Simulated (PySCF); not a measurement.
HOY, SMILES [OH][Y]. Heavy atoms are numbered as in [Y:1][OH:2]. Hydrogens are named by the atom that carries them.

Coordinates come from a PBE0-D3(BJ)/def2-TZVPD optimisation. The spin state was assumed, not searched. The def2 effective core potentials stand for the cores of Y; spin–orbit coupling is left out.

Method: PBE/def2-TZVPD (PySCF).

Mulliken values depend strongly on the basis, most of all with diffuse functions as here. ESP charges are fitted to the potential on shells at 1.4 to 2.0 van der Waals radii. Atomic charges (e), one atom of each kind:

```csv
atom,ESP fit,Mulliken
Y1,___,0.26
O2 (OH),___,-0.50
H on O2,___,0.24
```

Task: Complete the blanks. (Estimate from the structure and the level; the computed values follow.)

Result: 
- Y1, ESP fit: 0.14
- O2 (OH), ESP fit: -0.52
- H on O2, ESP fit: 0.38
